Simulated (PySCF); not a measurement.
**Spinor energies of Ag⁺ (silver, charge +1)**

Start: [Kr] 4d10. Calculated with PySCF 2.14 in x2c-TZVPPall-2c (8s9p7d2f1g, 93 functions): generalised Hartree-Fock with the X2C-1e Hamiltonian and a Gaussian nucleus; one run each with spin-orbit coupling (SO) switched off, then screened by Boettger's factors.

| spinor shell | electrons | ε, spin-free (eV) | ε, screened SO (eV) | weight of nominal j (screened SO) | rms radius, screened SO (bohr) |
| --- | --- | --- | --- | --- | --- |
| 1s1/2 | 2 | -25653.6 | -25651.7 | 1.000 | 0.0357 |
| 2s1/2 | 2 | -3869.9 | -3869.3 | 1.000 | 0.146 |
| 2p1/2 | 2 | -3465.0 | -3586.4 | 1.000 | 0.127 |
| 2p3/2 | 4 | -3465.0 | -3409.1 | 1.000 | 0.131 |
| 3s1/2 | 2 | -752.75 | -752.62 | 1.000 | 0.392 |
| 3p1/2 | 2 | -616.47 | -638.65 | 1.000 | 0.387 |
| 3p3/2 | 4 | -616.47 | -606.21 | 1.000 | 0.398 |
| 3d3/2 | 4 | -402.01 | -405.81 | 1.000 | 0.374 |
| 3d5/2 | 6 | -402.01 | -399.38 | 1.000 | 0.377 |
| 4s1/2 | 2 | -124.25 | -124.23 | 1.000 | 0.980 |
| 4p1/2 | 2 | -82.745 | -86.458 | 1.000 | 1.06 |
| 4p3/2 | 4 | -82.745 | -81.039 | 1.000 | 1.09 |
| 4d3/2 | 4 | -22.050 | -22.461 | 1.000 | 1.49 |
| 4d5/2 | 6 | -22.050 | -21.779 | 1.000 | 1.52 |

```
   quantity    spin-free  screened SO
E (hartree)  -5312.10025  -5313.08285
        M_J            0            0
       ⟨J²⟩        0.000        0.000
       ⟨L²⟩        0.000        0.015
       ⟨S²⟩        0.000        0.015
```

Breit and QED terms are absent; they matter most for the inner s and p1/2 levels.

Densities and radii are taken from the X2C orbitals without a picture-change correction, which distorts them close to the nucleus.

Without spin-orbit coupling the j labels of p, d and f shells carry no meaning; the spin-free column gives the mean over the occupied spinors of each nl shell.
